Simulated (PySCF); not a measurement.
CH₃F₂IOSi, SMILES I[Si](OC)(F)F.

Geometry optimised at B3LYP-D3(BJ)/def2-SVP. This is a generated structure with no PubChem entry under its InChIKey; it may be hypothetical. The def2 effective core potentials stand for the cores of I; spin–orbit coupling is left out. One conformer was computed; it need not be the lowest.

All values below come from PBE/def2-TZVP in PySCF.

The total energy is -901.90708 hartree. The highest occupied level comes out as -7.01 eV and the lowest empty level comes out as -1.52 eV. The orbital gap is 5.49 eV and the dipole moment comes out as 0.504 e·Å. The quadrupole, principal values (traceless, Buckingham form, about the centre of nuclear charge) is -5.16, -3.58, 8.74 D·Å. The mean static polarisability is 69.7 bohr³ (10.32 Å³) and the polarisability, principal values is 56.8, 66.9, 85.3 bohr³.
